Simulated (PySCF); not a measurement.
PySCF input for C₄H₃ClF₂, SMILES ClC(=C=C(F)F)C, PBE0/pcSseg-1. Geometry: B3LYP-D3(BJ)/def2-SVP. The structure was generated by enumeration, and PubChem lists no compound with its InChIKey, so it may never have been made.

```python
import numpy as np
from pyscf import gto, scf, dft
from pyscf.prop.nmr import rks as nmr

mol = gto.M(
    atom='''
    C     1.69955119   -1.63667076    0.00000000
    C     0.37762391   -0.92986845    0.00000000
    Cl   -1.00684883   -2.03230004   -0.00000000
    C     0.17929103    0.36396129    0.00000000
    C    -0.02078429    1.65379712    0.00000000
    F    -0.13240748    2.40686299   -1.08112324
    F    -0.13240749    2.40686299    1.08112324
    H     1.77984956   -2.28418900   -0.88762571
    H     1.77984954   -2.28418900    0.88762572
    H     2.52597459   -0.91337026    0.00000001
    ''',
    basis='pcSseg-1',
    charge=0,
    spin=0,
    max_memory=1600,
    verbose=3,
)
mf = dft.RKS(mol, xc='pbe0')
mf.grids.level = 3
mf.conv_tol = 1e-10
mf.max_cycle = 100
mf.kernel()
n = nmr.NMR(mf)
n.verbose = 2
n.max_cycle_cphf = 60
sigma = n.kernel()
print('atom   isotropic/ppm   span/ppm')
for i, s in enumerate(sigma):
    w = np.linalg.eigvalsh((s + s.T) / 2)
    print(f'{mol.atom_symbol(i):2s}{i + 1:3d} {w.mean():14.3f} {w[2] - w[0]:11.3f}')
```

Program output:

```
converged SCF energy = -813.46434022842
atom   isotropic/ppm   span/ppm
C   1        153.633      48.552
C   2         50.666     145.964
Cl  3        598.331     586.437
C   4          7.774      75.591
C   5         27.025      80.966
F   6        256.813      46.690
F   7        256.813      46.690
H   8         28.853       8.483
H   9         28.853       8.483
H  10         29.121       9.919
```

Self-consistency was reached.
